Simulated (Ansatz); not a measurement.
A structure relaxed at PBE0-D4/def2-TZVP, charge 0, multiplicity 1:

```xyz
11

F    -0.757    2.318    1.831
B    -0.493    1.307    1.012
Si    1.261    0.346    0.692
B     0.490   -0.922   -0.667
C    -1.034   -0.681   -0.921
S    -1.846    0.655    0.023
H     2.337    1.218    0.136
H     1.802   -0.346    1.898
H     1.019   -1.800   -1.284
H    -1.193   -0.483   -1.989
H    -1.585   -1.611   -0.730
```

Task: Give its formula and SMILES.

Result: CH5B2FSSi, `FB1[SiH2]BCS1`.

Task: Point group (tolerance 0.08 Å, 0.16 Å for H)?

Result: Cs.

Task: Summarise the bond lengths by kind.

Result: 1 × B–F 1.327 Å; 2 × B–Si 2.013 to 2.025 Å; 1 × B–S 1.798 Å; 2 × H–Si 1.492 Å; 1 × B–C 1.564 Å; 1 × B–H 1.196 Å; 1 × C–S 1.827 Å; 2 × C–H 1.097 to 1.098 Å.

Results of the Gaussian-basis code of Ansatz.
